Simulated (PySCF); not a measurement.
Numbering as in the mapped SMILES `[cH:1]1[cH:2][cH:3][c:4]2[c:5]([cH:6]1)[CH2:7]2`. Each H is labelled by its parent atom.

GIAO PBE0/pcSseg-1 shifts (PySCF, gas phase, non-relativistic, equivalent atoms averaged), each against references optimised in the same way as the molecule (TMS).

On the GFN2-xTB geometry: C1/C2 134.3, C4/C5 133.4, C3/C6 118.6, C7 21.9, H(C3)/H(C6) 7.53, H(C1)/H(C2) 7.40, H(C7) 3.46 ppm.

What changes on the PBE0-D3(BJ)/def2-SVP geometry?

Results:


```tsv
atoms	δ (ppm)	change
C1/C2	134.7	+0.4
C4/C5	131.1	-2.3
C3/C6	119.6	+1.0
C7	20.6	-1.3
H(C3)/H(C6)	7.34	-0.19
H(C1)/H(C2)	7.29	-0.11
H(C7)	3.29	-0.17
```

Bonds between heavy atoms that differ most (equivalent bonds averaged): C4–C5 1.379 → 1.352 Å, C3–C4 1.355 → 1.378 Å, C1–C2 1.382 → 1.401 Å, C5–C7 1.489 → 1.493 Å. Mean change of bonds to hydrogen: C–H +0.014 Å.
